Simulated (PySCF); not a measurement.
B2PLYP on F+ (fluorine, charge +1)

Configuration: [He] 2s1 2p4 3s1, high-spin 5P determinant (an excited configuration). Computed with PySCF 2.14 in aug-cc-pVQZ (6s5p4d3f2g, 80 functions), with the non-relativistic Hamiltonian (point nucleus).

* Total energy, PT2 part included: -97.5820 hartree
* One-electron energy: -128.5678 hartree
* Hartree (Coulomb) energy: 40.5436 hartree
* Exchange-correlation energy: -9.5328 hartree
* Kinetic energy: 97.47567 hartree
* PT2 correlation before scaling by 0.27: -0.09268 hartree
* ⟨S²⟩: 6.0020
* ⟨L²⟩: 2.006
* Sum of ⟨r⟩: 7.995 bohr
* Sum of ⟨r²⟩: 16.11 bohr²
* Traceless quadrupole moment −½Σ⟨3z² − r²⟩ along its main axis: -0.291 e·bohr²
* Density at the nucleus (Gaussians lack the cusp): 433 bohr⁻³
* Spin density at the nucleus: 15.0 bohr⁻³
* Langevin diamagnetic susceptibility: -12.8 ×10⁻⁶ cm³/mol

```tsv
shell	electrons	mean orbital energy (eV)	spread (eV)	rms radius, mean of both spins (bohr)
1s α	1	-729.99	0	0.204
1s β	1	-725.21	0	0.204
2s α	1	-70.222	0	0.989
2p α	3	-48.189	2.953	1.01
2p β	1	-39.814	0	1.01
3s α	1	-11.497	0	3.31
```

The outer electron is Rydberg-like, and this basis confines it to a smaller radius and binds it less than a complete one would.

The orbital energies are those of the SCF part of the double hybrid.
